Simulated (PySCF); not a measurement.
## 3-bromoanisole, C7H7BrO

Geometry (Å), atoms numbered from 1 in this order:
```xyz
16

C     2.860    0.003   -0.247
O     2.046   -1.085   -0.586
C     0.712   -0.967   -0.455
C    -0.051   -2.089   -0.810
C    -1.433   -2.048   -0.704
C    -2.089   -0.902   -0.247
C    -1.318    0.201    0.100
Br   -2.169    1.769    0.722
C     0.075    0.191    0.005
H     3.895   -0.311   -0.430
H     2.753    0.280    0.816
H     2.641    0.888   -0.870
H     0.472   -2.978   -1.165
H    -2.021   -2.926   -0.982
H    -3.176   -0.867   -0.163
H     0.637    1.080    0.288
```

Theory: PySCF 2.14.0, quadratic response CAM-B3LYP/aug-cc-pVDZ first hyperpolarisability, Taylor convention, gas phase. Geometry: PBE0-D3(BJ)/def2-SVP.

The calculation is non-relativistic, which matters for the atoms heavier than Zn.

(1) What is the first hyperpolarisability, and how does it disperse?

(2) Which lowest excitations, dipole and polarisabilities go with it?

## Answers

(1) In au, Taylor convention; the vector part is βᵢ = ⅓ Σⱼ (βᵢⱼⱼ + βⱼᵢⱼ + βⱼⱼᵢ); β∥ is 3/5 of the vector part along the dipole, the dipole points from − to +:
| process | λ (nm) | β vector norm | β∥ | β HRS | depolarisation ratio |
| --- | --- | --- | --- | --- | --- |
| static β(0;0,0) | ∞ | 222.5 | 128.0 | 105.5 | 3.50 |
| second harmonic β(−2ω;ω,ω) | 1907 | 233.0 | 133.2 | 110.9 | 3.48 |
| Pockels β(−ω;ω,0) | 1907 | 225.9 | 129.7 | – | – |
| second harmonic β(−2ω;ω,ω) | 1064 | 259.8 | 145.8 | 124.7 | 3.44 |
| Pockels β(−ω;ω,0) | 1064 | 233.8 | 133.6 | – | – |

(2) S1 5.05 eV (f = 0.045); S2 5.59 eV (f = 0.000); S3 5.68 eV (f = 0.072); dipole 1.62 D; isotropic α 109.9 au static, 110.4 au at 1907 nm, 111.3 au at 1064 nm, 111.7 au at 953.5 nm, 116.0 au at 532 nm.
